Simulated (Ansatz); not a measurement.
A set of 12 reactions (group exchange), with CCSD(T)/CBS values in kJ/mol:

```tsv
reaction	ΔE
`B[SiH2]/C=C/O` + `CC(=O)OBF` → `B[SiH2]OBF` + `CC(=O)/C=C\O`	-132.2
`CC[Se]C` + `[SiH3][SbH2]` → `[CH3][SbH][SiH3]` + `CC[SeH]`	-19.9
`C#C[SiH2][Te]C` + `C=C(F)F` → `C#C[SiH2]F` + `C=C(F)[Te]C`	-103.5
`CB(C)[SeH]` + GeH₄ → `C[B]([GeH3])[SeH]` + CH₄	-2.6
`COB(C)[SeH]` + `C=C(O)CO` → `C=C([SeH])CO` + `COB(C)O`	-69.3
`N#[C][GeH]([F])[F]` + CH₄ → `CC#N` + `[F][GeH2][F]`	19.5
`[Cl][GeH2][NH][SiH](Cl)Cl` + `CCC` → `CC[SiH](Cl)Cl` + `C[NH][GeH2][Cl]`	106.6
`N#[C][Sn]([Cl])([Cl])[Cl]` + `FC(F)(F)CI` → `[Cl][Sn]([Cl])([Cl])[I]` + `N#CCC(F)(F)F`	-132.2
`CC=C=C=N` + `C=CBCl` → `C/C=C\BCl` + `C=C=C=N`	6.0
`OC(O)CF` + `N[BH][GeH3]` → `N[B]([GeH3])CF` + `OCO`	-7.0
`C#[C][Ge]([F])([F])[O]C` + `C[SiH2]Cl` → `C#C[SiH](C)Cl` + `C[O][GeH]([F])[F]`	-27.5
`C[SiH2]C[SiH2]O` + `C1=C[SiH2]1` → `C[SiH2]C1=C[SiH2]1` + `C[SiH2]O`	-18.1
```

Program: Ansatz. Geometries: PBE0-D4/def2-TZVP. ΔE: electronic, gas phase. CBS: MP2 limit from def2 TZ/QZ plus the TZ coupled-cluster correction, frozen cores. This one scheme is used for every species. Double bonds are as drawn, so ΔE can hold a change between cis and trans. Functionals use def2-TZVPP. B3LYP here is the variant with VWN-RPA as its local correlation; programs differ in this. Elements past krypton have def2 core potentials. For Ge, I, Sb, Se, Sn, Te outer-core shells are correlated without core-valence functions, which leaves a few kJ/mol of doubt a bond. Scalar relativity is left out up to krypton. One conformer a species, not always the lowest.

**Question.** Give the mean, mean absolute and largest difference (level minus CCSD(T)/CBS, kJ/mol) for: PBE-D4, r2SCAN-D4, B3LYP-D4, ωB97X-V, ωB97M-V, B2PLYP, B3LYP, HF/def2-TZVPP, MP2/def2-TZVPP, SCS-MP2/def2-TZVPP, CCSD/def2-TZVPP, CCSD(T)/def2-TZVPP, HF/def2-QZVPP, HF/CBS(def2). (Estimate.)

**Answer.** Ansatz gave: 
| level | mean | mean absolute | largest |
| --- | --- | --- | --- |
| PBE-D4 | 1.9 | 10.3 | 27.6 |
| r2SCAN-D4 | 1.6 | 6.6 | 17.6 |
| B3LYP-D4 | -2.3 | 5.5 | -11.9 |
| ωB97X-V | 2.0 | 4.5 | 14.3 |
| ωB97M-V | 2.3 | 4.4 | 11.8 |
| B2PLYP | -1.0 | 3.0 | -8.8 |
| B3LYP | -2.7 | 6.1 | -14.5 |
| HF/def2-TZVPP | -3.1 | 11.3 | -54.8 |
| MP2/def2-TZVPP | 2.1 | 3.2 | 11.7 |
| SCS-MP2/def2-TZVPP | 1.3 | 3.7 | 8.6 |
| CCSD/def2-TZVPP | 1.8 | 3.3 | 7.8 |
| CCSD(T)/def2-TZVPP | 2.8 | 3.0 | 11.2 |
| HF/def2-QZVPP | -3.6 | 11.4 | -55.9 |
| HF/CBS(def2) | -3.7 | 11.5 | -56.0 |

The largest T1 diagnostic in the set is 0.017, for `CC(=O)/C=C\O` (customary mark 0.02).

CCSD(T)/CBS is a level of theory with its own doubt, and the functionals carry their triple-zeta basis error, so these figures describe this set and don't rank the functionals.
